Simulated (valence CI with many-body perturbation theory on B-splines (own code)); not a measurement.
E1 line list for Sc6+

Calculated by configuration interaction combined with many-body perturbation theory (CI+MBPT): five valence electrons over a frozen Dirac-Fock core [Ne], radial functions for each j: 9 s, 9 p, 8 d, 6 f, 3 g, 1 h, with the one-electron correlation potential Σ1, the two-electron term Σ2, the three-electron term Σ3, Breit, model QED; selected CI, second order for the rest, scaled by the run's own slope (own B-spline code, finite nucleus).

No measured spectrum was set against this ion. As an estimate, levels hold to about 100 cm⁻¹ or 0.05 % of their energy and the worst to 300 or 400 cm⁻¹, as in measured light ions of charge 2 to 7. Among the levels kept, up to 850 cm⁻¹ of a level comes from second order outside the variational space, and about a tenth of that is noise between levels of different J, which matters for small intervals.

Lines 151 to 173 of 173 in falling wavelength, among levels below 412350 cm⁻¹, chosen from the strongest by gf and those to the six lowest levels. Wavelengths and rates use the calculated energies, so an error of 100 cm⁻¹ moves a line at 292.1 Å by 0.029 % and its rate by three times that or more. Electric multipoles are in the length gauge, E1 and E2 with the static RPA response of the core. Weak lines are less certain than strong ones. Lines between different terms over intervals too small for the method are left out, as are lines whose strength nearly cancels.

Letters in brackets count levels of one name in rising energy.

| λ vac (Å) | Upper | Lower | A (s⁻¹) | log gf | Branch % |
| --- | --- | --- | --- | --- | --- |
| 292.1 | 3s²3p²3d ²D_5/2 [c] | 3s²3p³ ²P°_3/2 | 5.89e+10 | 0.66 | 97.9 |
| 291.2 | 3s²3p²3d ²D_3/2 [c] | 3s²3p³ ²P°_3/2 | 1.11e+10 | -0.25 | 18.6 |
| 291.0 | 3s²3p²3d ²P_1/2 [c] | 3s²3p³ ²D°_3/2 | 7.08e+08 | -1.75 | 1.6 |
| 290.4 | 3s²3p²3d ²D_3/2 [c] | 3s²3p³ ²P°_1/2 | 4.83e+10 | 0.39 | 81.0 |
| 290.0 | 3s²3p²3d ²P_3/2 [c] | 3s²3p³ ²D°_5/2 | 9.67e+07 | -2.31 | 0.2 |
| 289.4 | 3s²3p²3d ²P_3/2 [c] | 3s²3p³ ²D°_3/2 | 2.17e+08 | -1.96 | 0.5 |
| 289.3 | 3s²3p²3d ²D_5/2 [a] | 3s²3p³ ⁴S°_3/2 | 6.60e+08 | -1.30 | 6.3 |
| 288.0 | 3s²3p²3d ²S_1/2 | 3s²3p³ ²D°_3/2 | 1.22e+09 | -1.52 | 3.0 |
| 287.2 | 3s²3p²3d ²F_5/2 [b] | 3s²3p³ ²D°_5/2 | 4.50e+09 | -0.48 | 6.7 |
| 286.7 | 3s²3p²3d ²F_7/2 [b] | 3s²3p³ ²D°_5/2 | 6.76e+10 | 0.82 | 100.0 |
| 286.6 | 3s²3p²3d ²F_5/2 [b] | 3s²3p³ ²D°_3/2 | 6.30e+10 | 0.67 | 93.3 |
| 277.1 | 3s²3p²3d ²D_5/2 [b] | 3s²3p³ ⁴S°_3/2 | 2.77e+07 | -2.72 | 0.1 |
| 276.7 | 3s²3p²3d ²D_3/2 [b] | 3s²3p³ ⁴S°_3/2 | 2.17e+06 | -4.00 | 0.0 |
| 275.8 | 3s²3p²3d ²D_5/2 [c] | 3s²3p³ ²D°_5/2 | 1.22e+09 | -1.08 | 2.0 |
| 275.3 | 3s²3p²3d ²D_5/2 [c] | 3s²3p³ ²D°_3/2 | 1.15e+06 | -4.11 | 0.0 |
| 275.1 | 3s²3p²3d ²D_3/2 [c] | 3s²3p³ ²D°_5/2 | 6.30e+07 | -2.54 | 0.1 |
| 274.6 | 3s²3p²3d ²D_3/2 [c] | 3s²3p³ ²D°_3/2 | 1.47e+08 | -2.18 | 0.2 |
| 267.8 | 3s²3p²3d ²P_1/2 [c] | 3s²3p³ ⁴S°_3/2 | 5.58e+06 | -3.92 | 0.0 |
| 266.4 | 3s²3p²3d ²P_3/2 [c] | 3s²3p³ ⁴S°_3/2 | 9.46e+06 | -3.39 | 0.0 |
| 265.2 | 3s²3p²3d ²S_1/2 | 3s²3p³ ⁴S°_3/2 | 7.73e+05 | -4.79 | 0.0 |
| 264.1 | 3s²3p²3d ²F_5/2 [b] | 3s²3p³ ⁴S°_3/2 | 1.04e+07 | -3.19 | 0.0 |
| 254.5 | 3s²3p²3d ²D_5/2 [c] | 3s²3p³ ⁴S°_3/2 | 6.91e+07 | -2.40 | 0.1 |
| 253.8 | 3s²3p²3d ²D_3/2 [c] | 3s²3p³ ⁴S°_3/2 | 1.13e+07 | -3.36 | 0.0 |
